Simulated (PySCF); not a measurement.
**Computed vibrations of [Eu(H2O)4]2+**

[Eu(H2O)4]2+ (singlet in the valence; each metal's 4f electrons, 7 of them, lie in its core potential, out of spins and levels). PySCF 2.14.0, RKS PBE0, Eu lcecp-0-SVP with ECP53, O def2-SVP, H def2-SVP; non-relativistic Hamiltonian with scalar-relativistic core potentials where named; density fitting; no spin-orbit coupling. Central differences of gradients.

```xyz
13

Eu    0.0000    0.0000    0.0000
O     1.4415    1.4563    1.4563
H     1.8044    1.2541    2.3342
H     1.8044    2.3342    1.2541
O    -1.4415   -1.4563    1.4563
H    -1.8044   -1.2541    2.3342
H    -1.8044   -2.3342    1.2541
O     1.4415   -1.4563   -1.4563
H     1.8044   -2.3342   -1.2541
H     1.8044   -1.2541   -2.3342
O    -1.4415    1.4563   -1.4563
H    -1.8044    2.3342   -1.2541
H    -1.8044    1.2541   -2.3342
```

Run from Python with OMP_NUM_THREADS=2. Where DIIS fails, smearing, a level shift and second-order steps follow.
It took 74 s on 2 threads of Arm Neoverse V1 (shared host).

**Question.** What are the harmonic wavenumbers and infrared intensities?

**Answer.** Modes are labelled in D2d; negative numbers are unstable modes, those under 60 cm⁻¹ near the noise; a finer grid moves soft modes by up to 10 cm⁻¹.
| cm⁻¹ | km/mol | symmetry |
| --- | --- | --- |
| -112 | – | a2 |
| -33 | – | e |
| -33 | – | e |
| -28 | – | b1 |
| -9 | – | b2 |
| 30 | 0.0 | a1 |
| 54 | 0.0 | b1 |
| 60 | 2.8 | e |
| 60 | 2.8 | e |
| 276 | 0.0 | a1 |
| 279 | 5.2 | e |
| 279 | 5.2 | e |
| 281 | 3.8 | b2 |
| 459 | 0.0 | a2 |
| 472 | 7.9 | e |
| 472 | 7.9 | e |
| 491 | 0.0 | b1 |
| 502 | 0.0 | a1 |
| 504 | 400.4 | e |
| 504 | 400.4 | e |
| 511 | 813.7 | b2 |
| 1674 | 146.8 | b2 |
| 1675 | 125.5 | e |
| 1675 | 125.5 | e |
| 1678 | 0.0 | a1 |
| 3788 | 240.7 | e |
| 3788 | 240.7 | e |
| 3788 | 271.1 | b2 |
| 3794 | 0.0 | a1 |
| 3851 | 0.0 | a2 |
| 3853 | 0.0 | b1 |
| 3853 | 465.0 | e |
| 3853 | 465.0 | e |

**Question.** Is this a minimum?

**Answer.** No: 4 unstable (and 1 more above −25 cm⁻¹, within the noise); the lowest moves the atoms so:
```
Eu   0.00  0.00  0.00
O    0.00  0.01 -0.01
H    0.29 -0.13 -0.16
H   -0.29  0.16  0.13
O    0.00  0.01  0.01
H    0.29 -0.13  0.16
H   -0.29  0.16 -0.13
O    0.00 -0.01  0.01
H   -0.29 -0.16 -0.13
H    0.29  0.13  0.16
O    0.00 -0.01 -0.01
H   -0.29 -0.16  0.13
H    0.29  0.13 -0.16
```

An lcecp potential fixes the number of 4f electrons, so in runs with it no electron can move into or out of that shell.
